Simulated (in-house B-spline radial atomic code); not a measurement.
A fraction x of an electron is removed from 4p in As⁺, starting from [Ar] 3d10 4s2 4p2 and keeping the highest spin. All numbers are computed (non-relativistic B97-1, spin-polarised, spherical fractional occupations; point nucleus) with a radial B-spline atomic code at the basis-set limit, not measured.

Caution: exact exchange at fractional occupations of open shells leaves self-interaction of up to several eV.

```
   x  E(x) - E(0) (eV)  4p up level (eV)
   0            0.0000           -14.357
0.06            0.8759           -14.839
0.16            2.4003           -15.650
0.35            5.5214           -17.209
0.43            6.9247           -17.873
 0.5            8.1962           -18.457
0.59            9.8913           -19.213
0.72           12.4604           -20.313
0.79           13.9032           -20.910
0.96           17.5818           -22.370
   1           18.4835           -22.716
```

The exact functional would give a straight line between the two integer points. Deviations E(x) - E(0) - x[E(1) - E(0)], in eV: -0.233 at x = 0.06, -0.557 at x = 0.16, -0.948 at x = 0.35, -1.023 at x = 0.43, -1.046 at x = 0.5, -1.014 at x = 0.59, -0.848 at x = 0.72, -0.699 at x = 0.79, -0.162 at x = 0.96.

The curve lies below the straight line by up to 1.046 eV (at x = 0.5): convex, the delocalisation error, to which spherically averaged exact exchange adds.

Problem. How well does Slater's transition state (minus the level at half occupation) give the ionisation energy?

Solution. It gives 18.457 eV against 18.483 eV from the two total energies; NIST lists 18.59 eV, ground level to ground level. The end point has an open shell averaged over its orbitals, so its exact exchange keeps a self-interaction and this is no true integer point.
